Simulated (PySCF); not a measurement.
Species: C3H7BO2.
Geometry (PBE0-D3(BJ)/def2-SVP, Å), atoms numbered from 1 in this order:
```
atom  x, y, z in Å
C1    -1.2721   -0.8586   -0.6064
C2    -0.2792   -0.3279    0.4004
C3     0.0265    1.1814    0.2675
O4     1.4402    1.2799    0.2271
B5     1.9443    0.0167    0.1731
O6     0.9936   -0.9535    0.2321
H7    -0.9417   -0.6303   -1.6316
H8    -1.3730   -1.9489   -0.5100
H9    -2.2628   -0.4048   -0.4496
H10   -0.6300   -0.5638    1.4207
H11   -0.3629    1.7696    1.1127
H12   -0.3940    1.6019   -0.6624
H13    3.1178   -0.2173    0.0824
```

Theory: PBE0-D3(BJ)/def2-SVP geometry optimisation, gas phase in PySCF.

Take the most abundant isotopes and a rigid rotor. 

**Question.** Give the principal moments of inertia and the rotational constants in cm⁻¹.

**Answer.** Ia = 71.58, Ib = 143.87, Ic = 193.53 u·Å²; 505379 MHz·u·Å²/I gives 7060, 3513 and 2611 MHz, that is A = 0.23550, B = 0.11718, C = 0.08710 cm⁻¹.

**Question.** What kind of rotor is it?

**Answer.** An asymmetric top. Ray's parameter κ = (2B − A − C)/(A − C) = -0.595; −1 is the prolate and +1 the oblate limit.

**Question.** Is it planar, by Δ = Ic − Ia − Ib?

**Answer.** Not planar: Δ = Ic − Ia − Ib = -21.91 u·Å². For a rigid frame Δ = −2 Σ m c², so Σ m c² = 10.96 u·Å² lies off the ab plane: 6.08 from hydrogen and 4.88 from heavier atoms. The atom farthest from that plane is 1.52 Å away.

**Question.** Give the other two planar moments, Paa and Pbb, and the rms extents of the mass along the axes.

**Answer.** Paa = Σ m a² = (Ib + Ic − Ia)/2 = 132.91 and Pbb = Σ m b² = (Ia + Ic − Ib)/2 = 60.62 u·Å². With the mass M = 86.05 u, the rms extents √(P/M) along a, b and c are 1.24, 0.84, 0.36 Å.

**Question.** List the rotational levels J(Ka,Kc) to J = 4 (MHz).

**Answer.** Above 0(0,0):
J = 1: 1(0,1) 6124, 1(1,1) 9672, 1(1,0) 10573
J = 2: 2(0,2) 18221, 2(1,2) 21018, 2(1,1) 23723, 2(2,1) 34365, 2(2,0) 34516
J = 3: 3(0,3) 36016, 3(1,3) 37951, 3(1,2) 43344, 3(2,2) 52738, 3(2,1) 53467, 3(3,1) 72816, 3(3,0) 72832
J = 4: 4(0,4) 59203, 4(1,4) 60385, 4(1,3) 69289, 4(2,3) 77116, 4(2,2) 79153, 4(3,2) 97573, 4(3,1) 97683, 4(4,1) 125331, 4(4,0) 125332

**Question.** Which types of transition are allowed, and where do some lines up to J = 3 fall?

**Answer.** The dipole components are |μa| = 1.96 D, |μb| = 1.51 D, |μc| = 0.46 D. Intensities carry the squares of the components, which stand as 1.00 : 0.59 : 0.06 (a : b : c). Some lines, for components of 0.1 D or more:

```
type  branch         J(Ka,Kc)    MHz  lower level (cm⁻¹)
   a       Q  2(1,1) ← 2(1,2)   2705               0.701
   b       Q  1(1,0) ← 1(0,1)   4449               0.204
   b       Q  2(1,1) ← 2(0,2)   5502               0.608
   a       R  1(0,1) ← 0(0,0)   6124               0.000
   b       R  2(0,2) ← 1(1,1)   8550               0.323
   b       R  3(1,2) ← 2(2,1)   8979               1.146
   c       Q  3(2,2) ← 3(1,2)   9394               1.446
   b       R  1(1,1) ← 0(0,0)   9672               0.000
   b       Q  3(2,1) ← 3(1,2)  10123               1.446
   c       R  1(1,0) ← 0(0,0)  10573               0.000
   c       Q  2(2,1) ← 2(1,1)  10642               0.791
   a       R  2(1,2) ← 1(1,1)  11347               0.323
   c       R  2(1,1) ← 1(0,1)  17599               0.204
   a       R  3(2,2) ← 2(2,1)  18372               1.146
   b       Q  3(3,0) ← 3(2,1)  19365               1.783
   b       R  3(1,3) ← 2(0,2)  19729               0.608
   b       Q  3(3,1) ← 3(2,2)  20078               1.759
   c       R  2(2,1) ← 1(1,1)  24694               0.323
   c       R  3(2,1) ← 2(1,1)  29744               0.791
   c       R  3(2,2) ← 2(1,2)  31719               0.701
   b       R  3(2,1) ← 2(1,2)  32448               0.701
   b       R  3(3,1) ← 2(2,0)  38300               1.151
   c       R  3(3,1) ← 2(2,1)  38451               1.146
   b       R  3(3,0) ← 2(2,1)  38467               1.146
```

Not checked by PBE0-D3(BJ)/def2-SVP frequencies. No vibrational averaging or centrifugal distortion is included, and the geometry carries the error of its method. A rigid rotor knows nothing of internal rotation, which can split or shift real lines. Quadrupole hyperfine structure (11B) is left out.
